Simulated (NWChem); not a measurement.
System: ammonium (NH4 cation); SMILES [NH4+]

The following NWChem deck was run.

```
start job
memory heap 200 mb stack 900 mb global 1100 mb
charge 1
geometry units angstroms noautosym nocenter noautoz
  N      0.000000     0.000000     0.000000
  H     -0.590962    -0.590962    -0.590962
  H      0.590962     0.590962    -0.590962
  H     -0.590962     0.590962     0.590962
  H      0.590962    -0.590962     0.590962
end
basis spherical
  * library iglo-iii
end
dft
  xc hfexch
  iterations 150
end
property
  shielding 2 1 2
end
task dft property
```

Structure relaxed at the PBE0-D3(BJ)/def2-TZVP level.

GIAO values for the isolated, static molecule; σ is the absolute isotropic shielding.

Atoms are numbered as in the input.

**Question.** Predict the main results of this run. (Hartree-Fock/IGLO-III, GIAO.) Quantities: basis functions; σ N1 (ppm); σ H2 (ppm).

**Answer.** 
```
Property                   Value
-------------------------  -----
number of basis functions     75
σ N1 (ppm)                 240.5
σ H2 (ppm)                 26.63
```
